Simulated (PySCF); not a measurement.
H2Se2Zn, SMILES [SeH][Zn][SeH].

Geometry optimised at B3LYP-D3(BJ)/def2-SVP. The structure was generated by enumeration; whether it is a known compound was not checked. Other conformers were not sampled.

Method: HF/def2-TZVPD run with PySCF.

Gas-phase values at a fixed geometry.

total energy: -6578.74130 hartree
highest occupied level: -9.64 eV
lowest empty level: 1.09 eV
orbital gap: 10.73 eV
dipole moment: 0.66 D
quadrupole, principal values (traceless, Buckingham form, about the centre of nuclear charge): -13.08, 6.23, 6.85 D·Å
mean static polarisability: 82.7 bohr³ (12.25 Å³)
polarisability, principal values: 68.3, 68.4, 111.4 bohr³
